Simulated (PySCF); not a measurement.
# One molecule, several mistakes: C2H7OSi

These are calculations, not measurements. The program is PySCF 2.14.0, an open-source quantum chemistry code, run on an isolated molecule that a program drew, which may never have been made. The molecule is C2H7OSi (charge 0, doublet), drawn as the SMILES string `COC[SiH2]`.

Each row is a Hartree-Fock (HF) and frozen-core CCSD(T) single point in the cc-pV(D+d)Z basis, meant for a local HF minimum. Run 1 is clean. Each other run has one planted mistake out of seven kinds, and not every kind appears here: one electron removed, one electron added, multiplicity raised by two, geometry at a saddle point, minimal basis STO-3G, one bond length entered in bohr, all coordinates scaled. The reference is restricted for singlets and unrestricted otherwise, and also for a bond in bohr. Adding or removing an electron swaps singlet and doublet. Electrons count all cores. HOMO and LUMO are orbital energies over both spins, the gradient is its largest component, and the lowest frequency (negative if imaginary) is given only where the gradient is small. Bond lengths are over the 10 bonds as drawn. T1 is the CCSD diagnostic: over 0.02 (restricted) or 0.045 (unrestricted) a single reference is doubtful.

Geometry of the clean run:
```xyz
11
C2H7OSi, angstrom
C     0.4666   -1.5244   -1.6532
O    -0.5779   -1.2881   -0.7631
C    -0.5144   -0.0566   -0.0892
Si   -1.2858    1.3849   -1.0814
H     0.5177   -0.7627   -2.4399
H     0.2879   -2.4923   -2.1178
H     1.4333   -1.5526   -1.1373
H     0.5140    0.1793    0.2114
H    -1.0887   -0.1730    0.8340
H    -2.7148    1.1163   -1.3732
H    -1.1526    2.6475   -0.3093
```

```
run  electrons  basis functions  <S^2>  HOMO (eV)  LUMO (eV)  gradient (hartree/bohr)  lowest frequency (cm^-1)  mean bond (Å)  longest bond (Å)      T1  HF (hartree)  CCSD(T) (hartree)               mistake
  1         41              100  0.754      -8.78       1.57                  3.7e-05                        95         1.3150             1.913  0.0121    -443.54732         -444.17353              no fault
  2         41               31  0.752      -6.42       6.33                  3.9e-02                         -         1.3150             1.913  0.0071    -438.26740         -438.49582  minimal basis STO-3G
  3         42              100  0.000      -0.24       9.00                  6.2e-02                         -         1.3150             1.913  0.0116    -443.52062         -444.17822    one electron added
  4         41              100  0.754      -8.90       1.42                  2.7e-02                         -         1.3650             1.985  0.0127    -443.53385         -444.16912                     ?
  5         41              100  3.775      -1.93      -0.61                  6.5e-02                         -         1.3150             1.913  0.0404    -443.28968         -443.92176                     ?
```

**Which mistake was planted in run 4, and what did it cost?**

The mean and the longest bond both change by the same factor, 1.038, and the gradient is no longer small. So the mistake is: all coordinates scaled. Subtracting run 1 and multiplying by 627.51 kcal/mol a hartree, the energy moved by 8.5 kcal/mol in HF and 2.8 kcal/mol in CCSD(T).

**Which mistake was planted in run 5, and what did it cost?**

Electrons, basis and geometry are unchanged, and <S^2> is 3.775, beside S(S+1) = 3.75 for a multiplicity of 4. So the mistake is: multiplicity raised by two. Subtracting run 1 and multiplying by 627.51 kcal/mol a hartree, the energy moved by 161.7 kcal/mol in HF and 158.0 kcal/mol in CCSD(T).

